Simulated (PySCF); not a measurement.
Consider m-xylene, `Cc1cccc(C)c1` (C8H10). Atom numbers as in the mapped SMILES `[CH3:1][c:2]1[cH:3][cH:4][cH:5][c:6]([CH3:7])[cH:8]1`. These are map numbers, not IUPAC locants.

Computed at ωB97X-D3(BJ)/ma-def2-TZVP // PBE0-D3(BJ)/ma-def2-SVP with PySCF (density fitting, grid level 2). Zero-point and thermal terms (298.15 K, 1 bar) come from unscaled GFN2-xTB harmonic frequencies, with soft modes damped to free rotors in the entropy. These were taken at the GFN2-xTB minima.

(1) Rank these of its positions by gas-phase deprotonation enthalpy, most acidic first.
A. C1 (benzylic-type carbon)
B. C8 (aromatic carbon)

Not ranked, since the method can't order them against a listed neighbour: C4 (1695 kJ/mol).

(2) For C8 (aromatic carbon), what are ΔE (electronic) and ΔG(298 K) of the loss of the proton?

(3) Of those listed, which site of deprotonation is favoured in toluene (IEF-PCM), and by how much?

Results:

(1) A (1620 kJ/mol), B (1686 kJ/mol).

(2) ΔE = 1721 and ΔG = 1655 kJ/mol, beside ΔH = 1686 kJ/mol. The product is `Cc1[c-]c(C)ccc1`.

(3) C1 (benzylic-type carbon), by 55 kJ/mol over C8 (aromatic carbon); the gas phase favours the same one.

Caveats: the order of C8 and C4 is undecided: the gaps lie inside the method's error (some 10 kJ/mol, one structure a species); C3 is not listed: the run failed or kept an imaginary mode, or the ion rearranged or equalled another.
